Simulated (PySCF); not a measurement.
# Bond lengths and vibrations by method: AlBClFH2

These are calculations, not measurements. They come from PySCF 2.14.0, an open-source quantum chemistry program, on an isolated molecule that a program drew, which may never have been made. The molecule is AlBClFH2 (charge 0, singlet), drawn as the SMILES string `F[B]([AlH2])Cl`.

The geometry was optimised and harmonic frequencies were computed with HF and MP2, all in the cc-pV(D+d)Z basis, for the commonest isotopes, with a restricted reference for singlets and an unrestricted one otherwise, and a frozen core in MP2. Each result is a local minimum of its method.

Geometry at the HF minimum:
```xyz
6
AlBClFH2, angstrom
F     0.9634   -0.0512    0.7351
B     0.3199   -1.1936    0.5364
Al   -1.7819   -1.5178    0.9056
Cl    1.3390   -2.5205   -0.0860
H    -2.8296   -1.2722   -0.2512
H    -2.2599   -2.0401    2.3179
```

Lengths of the bonds as drawn, in Å (atoms numbered as above):
```
  bond     HF    MP2
 F1-B2  1.326  1.343
B2-Al3  2.158  2.152
B2-Cl4  1.785  1.778
Al3-H5  1.580  1.581
Al3-H6  1.580  1.581
```

Rotational constants, in GHz:
| constant | HF | MP2 |
|---|---|---|
| A | 6.148 | 5.947 |
| B | 2.552 | 2.615 |
| C | 1.854 | 1.867 |

Harmonic frequencies in cm^-1, each column in rising order, so a row needn't be the same motion in every method:
| rank | HF | MP2 |
|---|---|---|
| 1 | 75 | 76 |
| 2 | 127 | 113 |
| 3 | 299 | ? |
| 4 | 321 | 312 |
| 5 | 472 | 465 |
| 6 | 580 | 556 |
| 7 | 617 | 595 |
| 8 | 820 | 792 |
| 9 | 916 | 907 |
| 10 | 1293 | 1252 |
| 11 | 1993 | 1965 |
| 12 | 1994 | 1972 |

**Estimate the missing MP2 frequency from the HF column.**

A single factor s that minimises the squared misfit of MP2 against s times HF over the other rows is sum(HF x MP2) / sum(HF^2) = 0.9820, with an rms misfit of 11 cm^-1. For rank 3 it gives 0.9820 x 299 = 294 cm^-1. The calculation gives 288 cm^-1, 6 cm^-1 below the estimate. The drawn bonds are on average 0.1 % longer in MP2 than in HF.
